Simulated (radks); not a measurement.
La4+, configuration [Kr] 4d10 5s2 5p5 (the NIST ground configuration). Method: scalar-relativistic Kohn-Sham, r2SCAN, spin-polarised, spherical densities, finite nucleus; open shells are filled with parallel spins first (spin-orbit coupling, left out, can overturn this in heavy ions); meta-GGA in the generalised Kohn-Sham scheme; Fermi nuclear charge, rms radius 4.855 fm; computed with a radial shooting solver on a logarithmic mesh with Libxc functionals.

Normalised radial functions P(r) = r R(r), r in bohr:

```
   r/bohr * 4d down, o 5s up (the largest magnitude, 1.27, reaches the edge; | marks zero, & curves that meet)
 0.002666                             * o
 0.003528                             * o
 0.004668                             * o
 0.006127                             *  o
 0.008106                             *  o
  0.01064                             *  o
  0.01408                             *  o
  0.01863                             *  o
  0.02445                             |&
  0.03235                             o*
  0.04246                           o | *
  0.05618                         o   |   *
  0.07434                        o    |      *
  0.09758                          o  |         *
   0.1291                             |o            *
   0.1695                             |     o        *
   0.2242                             |      o    *
   0.2967                             |  &
   0.3894                   *   o     |
   0.5152      *           o          |
   0.6763  *                    o     |
   0.8948       *                     |      o
    1.184                *            |                  o
    1.554                       *     |                   o
    2.056                           * |            o
    2.699                             *    o
    3.571                             *o
    4.725                             &
```

4d down: eigenvalue -143.10 eV, 1 radial node at r = 0.316 bohr, <r> = 0.765 bohr, 90 % of the charge inside 1.15 bohr. 5s up: eigenvalue -76.001 eV, 4 radial nodes at r = 0.0309, 0.122, 0.323, 0.772 bohr, <r> = 1.52 bohr, 90 % of the charge inside 2.17 bohr.
